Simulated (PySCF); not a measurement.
Molecule: `N#C[SiH2][SiH2][SiH2]N`, CH$_{8}$N$_{2}$Si$_{3}$.

Geometry:
```tsv
atom	x (Å)	y (Å)	z (Å)
N1	-0.953	2.497	0.995
C2	-1.415	1.447	0.820
Si3	-1.997	-0.305	0.523
Si4	-0.348	-1.355	-0.794
Si5	1.559	0.057	-0.861
N6	1.945	0.829	0.631
H7	-3.343	-0.196	-0.108
H8	-2.127	-0.904	1.883
H9	-0.942	-1.620	-2.144
H10	-0.082	-2.676	-0.138
H11	1.257	1.102	-1.884
H12	2.718	-0.782	-1.295
H13	1.369	1.599	0.957
H14	2.354	0.311	1.399
```

Geometry PBE0-D3(BJ)/def2-SVP throughout; GIAO in PySCF 2.14.0 with density-fitted response routines, gas phase, one conformer, non-relativistic; equivalent atoms averaged; basis pcSseg-1.

For orientation, PBE0 gives these absolute shieldings σ: N1 -107.9, N6 265.4, C2 55.8, Si5 401.8, Si4 474.4, H11/H12 25.98, H7/H8 26.98, H9/H10 27.96, H13/H14 30.78 ppm.

A run gave: N1 -114.7, N6 265.9, C2 51.6, Si5 407.8, Si4 470.7, H11/H12 26.47, H7/H8 27.36, H9/H10 28.32, H13/H14 30.87 ppm (absolute shieldings σ).

Which functional was used in that run?
A. BHandHLYP
B. B3LYP
C. BP86
D. LC-wPBE
E. B97-D

Answers

A. H11/H12 tells them apart best: BHandHLYP gives 26.47, LC-wPBE gives 26.27, B97-D gives 26.18, BP86 gives 25.81, B3LYP gives 26.21 ppm.
